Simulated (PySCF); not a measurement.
**Stationary points of TeO₂**

These are results of PySCF, BP86, basis Te def2-TZVP with ECP28, O def2-TZVP (scalar-relativistic core potentials, no spin–orbit coupling, density fitting), not measurements.

Relaxations began from a few typed shapes. The search is not exhaustive: other isomers or separated fragments can lie lower, and high-lying points may rest on an excited occupation.

(1) Order these stationary points by electronic energy, lowest first, in kJ/mol from the lowest minimum.
A. singlet D∞h: Te–O 1.889 Å (×2); O–Te–O 180.0°
B. singlet C2v: Te–O 1.817 Å (×2); O–Te–O 110.4°

(2) Which of them are minima?

## Answers

(1) B (0.0), A (196.3).

(2) By energy in kJ/mol, 0.0: minimum; 196.3: saddle point, 2 imaginary modes.

Counting electrons, tellurium keeps 2 of its valence electrons outside its bonds, so the VSEPR class is AX2E1 and the expected shape is bent (C2v), as computed.
